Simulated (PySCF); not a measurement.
# Calibrating a computed vertical ionisation energy

Computed at ωB97X-D3(BJ)/ma-def2-TZVP // PBE0-D3(BJ)/def2-SVP with PySCF (density fitting, grid level 2). ωB97X-D3(BJ) is ωB97X-V with D3(BJ) in place of VV10.

```
                      molecule  computed / eV  measured / eV
   `C[C](C)C` (C4H9•, doublet)           7.12           6.95
 styrene, `C=Cc1ccccc1` (C8H8)           8.45           8.50
            `C/C=C/CC` (C5H10)           9.10           9.23
1,3-butadiyne, `C#CC#C` (C4H2)          10.03              ?
        allene, `C=C=C` (C3H4)          10.13          10.04
  cyclopropane, `C1CC1` (C3H6)          10.93          10.57
  cyclobutane, `C1CCC1` (C4H8)          10.98          10.70
           ethane, `CC` (C2H6)          12.44          12.00
```

Task: Fit a straight line to the complete rows and predict the measured value of 1,3-butadiyne, `C#CC#C` (C4H2).

Result: measured = 0.627 + 0.9198·computed (7 points, rms 0.14 eV, correlation 0.996). At 10.03 this gives 9.85 eV; the measured value is 10.30 eV, so the fit is off by 0.45.

Measured values: NIST Chemistry WebBook, evaluated or the median of agreeing entries.

(1,3-butadiyne) Run with `OMP_NUM_THREADS=1 python redox_run.py task.json out` on 1 thread of Intel Xeon Platinum 8175M @ 2.50GHz, a shared host. Structures, frequencies and single points: 2.8 min of wall time.
